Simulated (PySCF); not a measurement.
## Calculated data, Al$_{2}$FH$_{3}$O, Al$_{2}$H$_{4}$O$_{2}$, AlBH$_{6}$OSi, Al$_{2}$H$_{3}$NO

All values are calculated (PySCF 2.14.0). Calculation on a computer-drawn molecule: the log of a Hartree-Fock and frozen-core CCSD(T) single point meant for a local Hartree-Fock minimum, with one planted fault or none, to be diagnosed. Offsets are logged minus clean, where the clean run is the same molecule without the fault. The reference is restricted for singlets and unrestricted otherwise, and also for a bond in bohr or an excited solution. Adding or removing an electron swaps singlet and doublet. The excited solution moves the top pair (singlet) or top alpha electron (doublet) to the lowest empty orbital. Highest occupied and lowest empty are orbital energies over both spins, largest force is the largest gradient component, triples share is (T) over the correlation energy, the T1 limit is 0.02 restricted and 0.045 unrestricted, electrons count all cores, a negative frequency is imaginary (commonest isotopes), and the dipole is about the centre of nuclear charge.

Common to all runs: meant charge 0; meant multiplicity 1; meant basis cc-pV(D+d)Z; logged SCF converged yes; logged CC converged yes; logged SCF stable within its kind yes; possible faults no fault, one electron removed, one electron added, multiplicity raised by two, geometry at a saddle point, SCF held on an excited solution, minimal basis STO-3G, one bond length entered in bohr, all coordinates scaled.

(1) Al$_{2}$FH$_{3}$O

Logged structure:
```xyz
7
Al2FH3O
O      1.3869    -1.1155     0.3628
Al     0.6158     0.0698    -0.5752
Al    -0.7006    -0.8443    -2.6238
F     -0.0318    -0.5790    -4.1254
H      1.9204    -0.9932     1.1312
H      0.8919     2.9330     0.2694
H     -2.0678    -1.6354    -2.6609
```

- logged electrons: 46
- logged basis functions: 89
- logged spin squared: 0.8257
- logged highest occupied: -7.6673 eV
- logged lowest empty: 0.58913 eV
- logged largest force: 0.010518 hartree/bohr
- logged T1 diagnostic: 0.049386
- logged D1 diagnostic: 0.24074
- logged triples share: 0.02395
- logged dipole magnitude: 2.4156 debye
- logged energy HF: -659.92048 hartree
- logged energy CCSD(T): -660.44955 hartree
- planted fault: one bond length entered in bohr, row 5 of the drawn bonds
- HF energy offset from clean run: 60.19 kcal/mol
- CCSD(T) energy offset from clean run: 65.38 kcal/mol

Drawn bonds:
| atom | other atom | order |
| --- | --- | --- |
| 1 | 2 | 1 |
| 2 | 3 | 1 |
| 3 | 4 | 1 |
| 1 | 5 | 1 |
| 2 | 6 | 1 |
| 3 | 7 | 1 |

Notes: T1 above single-reference limit.

(2) Al$_{2}$H$_{4}$O$_{2}$

Logged structure:
```xyz
8
Al2H4O2
O     -1.3657    -3.3686     1.0683
Al    -1.6517    -2.3677     2.4915
Al     0.0922    -0.3519     2.8839
O     -0.5105     1.2682     2.5356
H     -1.9024    -4.1268     0.7609
H     -2.9499    -2.7621     3.4285
H      1.6517    -0.4683     3.4069
H     -0.0166     2.1101     2.6028
```

- logged electrons: 46
- logged basis functions: 94
- logged spin squared: 0
- logged highest occupied: -9.3347 eV
- logged lowest empty: 1.0857 eV
- logged largest force: 0.033058 hartree/bohr
- logged T1 diagnostic: 0.017648
- logged D1 diagnostic: 0.048907
- logged triples share: 0.021683
- logged dipole magnitude: 0.64991 debye
- logged energy HF: -635.99341 hartree
- logged energy CCSD(T): -636.54386 hartree
- planted fault: all coordinates scaled, by +3.7 %
- HF energy offset from clean run: 5.899 kcal/mol
- CCSD(T) energy offset from clean run: 2.546 kcal/mol

Drawn bonds:
| atom | other atom | order |
| --- | --- | --- |
| 1 | 2 | 1 |
| 2 | 3 | 1 |
| 3 | 4 | 1 |
| 1 | 5 | 1 |
| 2 | 6 | 1 |
| 3 | 7 | 1 |
| 4 | 8 | 1 |

(3) AlBH$_{6}$OSi

Logged structure:
```xyz
10
AlBH6OSi
O     -1.7531     1.5607    -0.4668
Al    -0.7368     0.2831     0.2766
B      1.0147     0.9887     1.5250
Si     3.0244     1.4120     0.8535
H     -2.5562     1.4591    -1.0493
H     -1.1239    -1.3258    -0.0040
H      0.8560     1.1612     2.7793
H      4.0152     0.4092     1.5542
H      3.4339     2.8757     1.2568
H      3.2268     1.2690    -0.6989
```

- logged electrons: 46
- logged basis functions: 104
- logged spin squared: 0
- logged highest occupied: -9.8117 eV
- logged lowest empty: 0.83865 eV
- logged largest force: 0.043977 hartree/bohr
- logged T1 diagnostic: 0.015573
- logged D1 diagnostic: 0.046814
- logged triples share: 0.024338
- logged dipole magnitude: 1.3835 debye
- logged energy HF: -633.8832 hartree
- logged energy CCSD(T): -634.39 hartree
- planted fault: all coordinates scaled, by +5.8 %
- HF energy offset from clean run: 15.63 kcal/mol
- CCSD(T) energy offset from clean run: 11.66 kcal/mol

Drawn bonds:
| atom | other atom | order |
| --- | --- | --- |
| 1 | 2 | 1 |
| 2 | 3 | 1 |
| 3 | 4 | 1 |
| 1 | 5 | 1 |
| 2 | 6 | 1 |
| 3 | 7 | 1 |
| 4 | 8 | 1 |
| 4 | 9 | 1 |
| 4 | 10 | 1 |

(4) AlBH$_{6}$OSi

Logged structure:
```xyz
10
AlBH6OSi
O     -1.6570     1.4751    -0.4412
Al    -0.6964     0.2676     0.2614
B      0.9591     0.9345     1.4414
Si     2.8586     1.3346     0.8067
H     -2.4161     1.3791    -0.9918
H     -1.0623    -1.2531    -0.0038
H      0.8091     1.0976     2.6269
H      3.7951     0.3867     1.4690
H      3.2456     2.7180     1.1879
H      3.0499     1.1994    -0.6606
```

* logged electrons: 46
* logged basis functions: 104
* logged spin squared: 2.0186
* logged highest occupied: -7.8747 eV
* logged lowest empty: -0.90291 eV
* logged largest force: 0.02504 hartree/bohr
* logged T1 diagnostic: 0.020457
* logged D1 diagnostic: 0.097158
* logged triples share: 0.024123
* logged dipole magnitude: 3.0132 debye
* logged energy HF: -633.83138 hartree
* logged energy CCSD(T): -634.32522 hartree
* planted fault: ?

Drawn bonds:
| atom | other atom | order |
| --- | --- | --- |
| 1 | 2 | 1 |
| 2 | 3 | 1 |
| 3 | 4 | 1 |
| 1 | 5 | 1 |
| 2 | 6 | 1 |
| 3 | 7 | 1 |
| 4 | 8 | 1 |
| 4 | 9 | 1 |
| 4 | 10 | 1 |

(5) Al$_{2}$H$_{3}$NO

Logged structure:
```xyz
7
Al2H3NO
O      2.7878     0.9436     2.7357
Al     1.6207    -0.1543     2.1519
N      1.7799    -0.8813     0.5767
Al     2.1855    -1.3875    -0.9192
H      2.7433     1.3604     3.5801
H      0.4104    -0.4544     3.1291
H      2.5137    -1.9116    -2.3453
```

* logged electrons: 43
* logged basis functions: 89
* logged spin squared: 0.7579
* logged highest occupied: -15.842 eV
* logged lowest empty: -5.9267 eV
* logged largest force: 0.073033 hartree/bohr
* logged T1 diagnostic: 0.020217
* logged D1 diagnostic: 0.074446
* logged triples share: 0.021547
* logged dipole magnitude: 7.9892 debye
* logged energy HF: -614.69289 hartree
* logged energy CCSD(T): -615.15363 hartree
* planted fault: ?

Drawn bonds:
| atom | other atom | order |
| --- | --- | --- |
| 1 | 2 | 1 |
| 2 | 3 | 1 |
| 3 | 4 | 2 |
| 1 | 5 | 1 |
| 2 | 6 | 1 |
| 4 | 7 | 1 |

To be estimated
1. Give the missing planted fault for AlBH$_{6}$OSi (entry 4).
2. Which fault was planted in the run of Al$_{2}$H$_{3}$NO (entry 5)?

Answers
1. multiplicity raised by two
2. one electron removed

Further results for AlBH$_{6}$OSi (entry 4):

- HF energy offset from clean run: 48.15 kcal/mol
- CCSD(T) energy offset from clean run: 52.31 kcal/mol

Further results for Al$_{2}$H$_{3}$NO (entry 5):

* HF energy offset from clean run: 163 kcal/mol
* CCSD(T) energy offset from clean run: 199.4 kcal/mol
